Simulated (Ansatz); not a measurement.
Cost and result for the atomization energy of `O[Si@H](Cl)C[Si@@H](O)F` (13 atoms, 12 bonds).

```xyz
13

O     0.9104    1.4178   -2.1149
Si    0.3811    1.1583   -0.5935
F    -1.2132    1.3931   -0.5412
C     0.7003   -0.6090   -0.1672
Si   -0.4315   -1.3140    1.1290
O    -1.9948   -1.2369    0.6732
Cl   -0.1067   -0.2277    2.8548
H     0.9314    2.3154   -2.4499
H     0.9549    2.1396    0.3524
H     1.7390   -0.7102    0.1653
H     0.5870   -1.2056   -1.0804
H    -0.1588   -2.7292    1.4428
H    -2.2991   -0.3917    0.3298
```

Total charge 0; spin multiplicity 1. The geometry is a stationary point of PBE0-D4/def2-TZVP. It is one conformer, not always the lowest. Program: Ansatz. All runs use 2 threads of an AMD EPYC 7R13 on a shared host and a share of an NVIDIA H100 80 GB. Times are those of one run each, without the atoms' runs, and a repeat can differ threefold. Electronic energies, without spin–orbit coupling; frozen cores. CCSD(T)/CBS adds CCSD(T) − MP2 in def2-TZVPP to the MP2 limit, and its time is that of the two runs behind it. T1 = 0.011. B3LYP takes the VWN-RPA correlation (the form of Gaussian; ORCA's B3LYP/G).

CCSD(T)/CBS is a level of theory with its own doubt, some kJ/mol a heavy atom from the limit and from the frozen cores, so smaller differences don't rank the functionals.

```
                             level  functions  wall time
r2SCAN-D4/def2-TZVPP (with forces)        334        4 s
   PBE-D4/def2-TZVPP (with forces)        334      4.5 s
                 B2PLYP/def2-TZVPP        334      4.7 s
 B3LYP-D4/def2-TZVPP (with forces)        334        5 s
                PBE0-D4/def2-TZVPP        334      6.5 s
  ωB97M-V/def2-TZVPP (with forces)        334      6.5 s
                ωB97X-V/def2-TZVPP        334        8 s
                    MP2/def2-QZVPP        618        9 s
                CCSD(T)/def2-TZVPP        334       14 s
                 CCSD(T)/CBS(def2)          –       23 s
```

(1) What atomization energy does each give, and how far from CCSD(T)/CBS? (Estimate.)

## Answers

(1) The calculation gave: 
```csv
level,atomization (kcal/mol),difference from CCSD(T)/CBS,per bond
r2SCAN-D4/def2-TZVPP (with forces),1208.6,-3.0,-0.3
PBE-D4/def2-TZVPP (with forces),1215.0,3.4,0.3
B2PLYP/def2-TZVPP,1188.6,-23.0,-1.9
B3LYP-D4/def2-TZVPP (with forces),1196.5,-15.1,-1.3
PBE0-D4/def2-TZVPP,1195.0,-16.6,-1.4
ωB97M-V/def2-TZVPP (with forces),1210.4,-1.2,-0.1
ωB97X-V/def2-TZVPP,1209.5,-2.1,-0.2
MP2/def2-QZVPP,1228.6,17.0,1.4
CCSD(T)/def2-TZVPP,1174.8,-36.8,-3.1
CCSD(T)/CBS(def2),1211.6,0.0,0.0
```

In def2-TZVPP, CCSD(T) changes the Hartree–Fock value by +288.8 kcal/mol (the triples alone add +17.6 kcal/mol) and MP2 by +320.5 kcal/mol; breaking electron pairs costs correlation energy, which Hartree–Fock lacks. The D4 term adds +14.3 kcal/mol with B3LYP and +7.6 kcal/mol with PBE0; it sums over pairs of atoms, weighted by their polarisabilities, and B3LYP, whose exchange is more repulsive, gets the larger term. From PBE to PBE0 (25 % exact exchange), in def2-TZVPP and without D4, the atomization energy moves by −18.8 kcal/mol: exact exchange takes away binding that semilocal exchange gives to molecules.
